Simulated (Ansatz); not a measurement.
`N[Si@@H]1C[Si@H]1[SiH3]` + H₂Te → `[SiH3][TeH]` + `N[SiH]1C[SiH2]1` at 600 K and 1 bar (cleavage of the Si–Si bond).

Isolated molecules relaxed with PBE0-D4/def2-TZVP in Ansatz; ΔE leaves out vibrations. CCSD(T)/CBS is the MP2 limit (def2-TZVPP, def2-QZVPP) plus CCSD(T) − MP2 in def2-TZVPP, frozen cores. Elements past krypton have def2 core potentials. For Te outer-core shells are correlated without core-valence functions, which leaves a few kJ/mol of doubt a bond. One conformer a species, not always the lowest.

| species | CCSD(T)/CBS energy (Eh) | H − E (kJ/mol) | S (J/(mol·K)) |
| --- | --- | --- | --- |
| `N[Si@@H]1C[Si@H]1[SiH3]` | -965.39707 | 333.7 | 529.6 |
| H₂Te | -268.91024 | 52.9 | 255.0 |
| `[SiH3][TeH]` | -559.21313 | 121.5 | 353.7 |
| `N[SiH]1C[SiH2]1` | -675.11134 | 267.1 | 434.0 |

H − E and S are ideal-gas, rigid-rotor, harmonic terms from PBE0-D4/def2-TZVP, for one conformer and one mirror image of each species. 1 Eh = 2625.50 kJ/mol, R = 8.31446 J/(mol·K).

Question: By hand: ΔE, ΔH, ΔS and ΔG.

Answer: ΔE = (-559.21313) + (-675.11134) − (-965.39707) − (-268.91024) = -0.01716 Eh = -45.1 kJ/mol. Δ(H − E) = 121.5 + 267.1 − 333.7 − 52.9 = 2.0, so ΔH = -43.1 kJ/mol. ΔS = 353.7 + 434.0 − 529.6 − 255.0 = 3.1 J/(mol·K). ΔG = -43.1 − 600 × (3.1)/1000 = -45.0 kJ/mol.

Question: By hand: the equilibrium constant, and the temperature at which ΔG would vanish if ΔH and ΔS stayed fixed.

Answer: log₁₀ K = −ΔG/(RT ln 10) = 3.9. ΔH and −TΔS have one sign here, so there is no such temperature.

The number of gas molecules stays the same, so ΔS is small and ΔH decides. A doubt of 5 kJ/mol in ΔE shifts log₁₀ K by 0.4 here. Other conformers and mirror images would add mixing entropy, several J/(mol·K) or more a flexible species. Modes under 60 cm⁻¹, often nearly free rotors, make the harmonic entropy too high. These are equilibria of isolated gas molecules and say nothing of rates. Largest T1 diagnostic: 0.013 (customary marks: 0.02 for closed shells, 0.045 for open ones).

ΔS is within the doubt of such terms, so its sign, and with it that verdict, could turn.
